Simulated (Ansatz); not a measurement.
Frontier orbitals of C₂H₅FO₂Si, SMILES `CC(=O)O[SiH2]F`.

```json
{"atom": "C1", "x (Å)": "1.047", "y (Å)": "0.682", "z (Å)": "1.514"}
{"atom": "C2", "x (Å)": "0.538", "y (Å)": "0.297", "z (Å)": "0.167"}
{"atom": "O3", "x (Å)": "1.099", "y (Å)": "0.497", "z (Å)": "-0.885"}
{"atom": "O4", "x (Å)": "-0.648", "y (Å)": "-0.322", "z (Å)": "0.190"}
{"atom": "Si5", "x (Å)": "-1.182", "y (Å)": "-0.738", "z (Å)": "-1.355"}
{"atom": "F6", "x (Å)": "-2.578", "y (Å)": "-1.441", "z (Å)": "-1.053"}
{"atom": "H7", "x (Å)": "2.008", "y (Å)": "1.181", "z (Å)": "1.420"}
{"atom": "H8", "x (Å)": "1.144", "y (Å)": "-0.211", "z (Å)": "2.135"}
{"atom": "H9", "x (Å)": "0.325", "y (Å)": "1.337", "z (Å)": "2.003"}
{"atom": "H10", "x (Å)": "-1.453", "y (Å)": "0.461", "z (Å)": "-2.166"}
{"atom": "H11", "x (Å)": "-0.299", "y (Å)": "-1.743", "z (Å)": "-1.970"}
```

The species carries charge 0 and has multiplicity 1. All single points use the PBE0-D4/def2-TZVP geometry. It is one conformer, not always the lowest. Basis def2-TZVPP, the Gaussian-basis code of Ansatz.

Orbital energies of one run (eV). Highest occupied ones, from the top: -6.78, -7.90, -8.42, -8.75, -9.87, -9.99, -10.32, -10.72, -10.75, -11.77, -12.03, -12.37, -12.94, -15.25. Empty: -1.33, -0.17, 0.05, 0.77, 1.15, 2.15.

Q: Which functional gave them?
A. CAM-B3LYP
B. BHLYP
C. r2SCANh
D. BLYP

A: D. HOMO energies: BLYP -6.78, BHLYP -10.20, CAM-B3LYP -10.05, r2SCANh -7.85 eV.
